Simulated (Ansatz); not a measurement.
Born–Oppenheimer molecular dynamics of Cl2H4O2Ti (9 atoms, charge 0, multiplicity 1). It starts at the highest image of a converged band. Of that band: The profile has 2 maxima (images 4, 7) with wells between them (image 5): this band takes more than one step, which may be the mechanism or a detour left from its start path. A vibrational analysis at the climbing image gives one clearly imaginary mode, 218i cm⁻¹: a first-order saddle point.

All numbers below come from RKS PBE-D4/def2-SVP (Ansatz 0.2.0).

```yaml
ensemble: NVE (velocity Verlet)
time_step: 0.5 fs
steps_asked: 200
starting_velocities_drawn_for: 100 K
seed: 3919
```

First frame:

```xyz
9
Properties=species:S:1:pos:R:3
Ti 0.218 -0.408 -0.099
Cl 0.763 -0.252 2.041
O 1.615 -0.999 -0.988
H 2.152 -1.750 -1.290
Cl -0.380 1.568 -0.904
O -1.121 -1.536 -0.247
H -1.477 -2.435 -0.331
H 0.086 2.893 1.826
H 0.082 3.511 2.283
```

Q: How far do the bonds stretch over the last three quarters of this one trajectory? (Pairs bonded in most of those frames.)

A: 
```tsv
bond	mean (Å)	spread (Å)	shortest	longest
Ti1–Cl2	2.213	0.011	2.20	2.23
Ti1–O3	1.766	0.005	1.76	1.78
Ti1–Cl5	2.220	0.010	2.20	2.24
Ti1–O6	1.771	0.030	1.72	1.83
O3–H4	0.973	0.002	0.97	0.98
O6–H7	0.974	0.012	0.96	1.00
H8–H9	0.769	0.012	0.75	0.79
```

Mean temperature of the second half: 69 K. The conserved energy stayed within 0.048 meV per atom of its start (net change 0.035 meV per atom), so the integration is sound. A run of 0.1 ps of so small a system gives no equilibrium averages. The orbitals stay closed-shell, which can raise the energy where a bond breaks towards radicals; this wasn't checked here.

Run time: 5.1 min on 4 threads of Arm Neoverse V1, on a shared host, peak memory 0.2 GiB.
